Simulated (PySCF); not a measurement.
CH4O2, SMILES C(O)O. Atoms are numbered in the order given.

```xyz
7

O     -1.1681    -0.0942    -0.2468
C      0.0000     0.0000     0.5307
O      1.1681     0.0942    -0.2468
H     -1.2434     0.7093    -0.7760
H      0.0018     0.8948     1.1580
H     -0.0018    -0.8948     1.1580
H      1.2434    -0.7093    -0.7760
```

The structure is a stationary point at B3LYP-D3(BJ)/def2-TZVP. The values are those of a single conformer.

Two levels are set side by side: PBE/pcSseg-2 (PySCF) and PBE0/pcSseg-2 (PySCF). GIAO shifts against H2O (¹⁷O), TMS (¹H), TMS (¹³C) at the same level; non-relativistic, no solvent, atoms listed together averaged. Differences are taken from unrounded values.

```
quantity                PBE0    PBE  PBE minus PBE0
----------------------  ----  -----  --------------
δ(¹⁷O) of O1, O3 (ppm)  90.8  103.6            12.8
δ(¹³C) of C2 (ppm)      93.9   97.7             3.8
δ(¹H) of H4, H7 (ppm)   1.78   1.63           -0.16
δ(¹H) of H5, H6 (ppm)   4.87   5.11            0.25
```

Rough cost on one machine, each run with all the roots and properties that it gave: PBE0 against PBE within a factor of 2.
